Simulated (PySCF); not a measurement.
BFH₄O₂Si, SMILES B(O)(F)O[SiH3].

Geometry optimised at B3LYP-D3(BJ)/def2-SVP. The structure was generated by enumeration, and PubChem lists no compound with its InChIKey, so it may never have been made. The values are those of a single conformer.

Two levels are set side by side: TDA-PBE/def2-SVPD (PySCF) and TDA-ωB97X/def2-SVPD (PySCF). Vertical, same geometry. The lowest singlet is HOMO→LUMO 100 % with PBE and HOMO→LUMO 58 %, HOMO→LUMO+1 22 %, HOMO→LUMO+2 10 % with the other functional; states are paired by order. Differences are taken from unrounded values.

```json
[
 {"quantity": "lowest singlet excitation (eV)", "TDA-ωB97X": "8.11"},
 {"quantity": "lowest triplet excitation (TDA) (eV)", "TDA-ωB97X": "7.77"},
 {"quantity": "first bright state (f over 0.05) (eV)", "TDA-ωB97X": "9.47"},
 {"quantity": "its oscillator strength", "TDA-ωB97X": "0.09"}
]
```

### Question
What does TDA-PBE give, and how far is it from TDA-ωB97X? (Estimate from the structure and the level; the computed values follow.)

### Answer

| quantity | TDA-PBE | TDA-PBE minus TDA-ωB97X |
|---|---|---|
| lowest singlet excitation (eV) | 6.86 | -1.26 |
| lowest triplet excitation (TDA) (eV) | 6.63 | -1.14 |
| first bright state (f over 0.05) (eV) | 8.38 | -1.09 |
| its oscillator strength | 0.07 | -0.02 |

A lower first singlet is the usual sign of a functional without exact exchange. Differences between two approximate levels are no errors against the true value.

Rough cost on one machine, each run with all the roots and properties that it gave: TDA-ωB97X against TDA-PBE about 4 times.
